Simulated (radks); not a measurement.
Tc0.75+, configuration [He] 2s2 2p(1/2: 2, 3/2: 3.25) 3s2 3p6 3d10 4s2 4p6 4d5 5s2 (fractional occupations, a model configuration). All-electron calculation, Dirac Kohn-Sham, PBE, spin-unpolarised, spherical densities, finite nucleus; open shells fill j = l - 1/2 first; Fermi nuclear charge, rms radius 4.4112 fm. Program: a radial shooting solver on a logarithmic mesh with Libxc functionals.

Normalised radial functions P(r) = r R(r) (large component), r in bohr:

```
   r/bohr * 3d5/2, o 4s1/2, + 5s1/2 (the largest magnitude, 1.57, reaches the edge; | marks zero, & curves that meet)
  0.00135                             &o
  0.00208                             &o
 0.003179                             *+o
 0.004896                             *+o
 0.007542                             *+ o
  0.01152                             *+  o
  0.01775                             *+  o
  0.02734                             *+ o
  0.04178                             &*
  0.06436                         o  +|   *
  0.09913                      o    + |        *
   0.1515                          o +|                *
   0.2333                             | +    o                  *
   0.3594                             |  +      o                *
   0.5492                        o  + |                 *
   0.8459          o             +    |     *
    1.303               o             |&
    1.991                         o   *         +
    3.067                             &          +
    4.724                             &    +
    7.219                             &+
```

3d5/2: eigenvalue -278.81 eV, 0 radial nodes, <r> = 0.389 bohr, 90 % of the charge inside 0.619 bohr. 4s1/2: eigenvalue -85.095 eV, 3 radial nodes at r = 0.0433, 0.173, 0.489 bohr, <r> = 1.03 bohr, 90 % of the charge inside 1.50 bohr. 5s1/2: eigenvalue -10.734 eV, 4 radial nodes at r = 0.0432, 0.172, 0.475, 1.24 bohr, <r> = 2.96 bohr, 90 % of the charge inside 4.35 bohr.
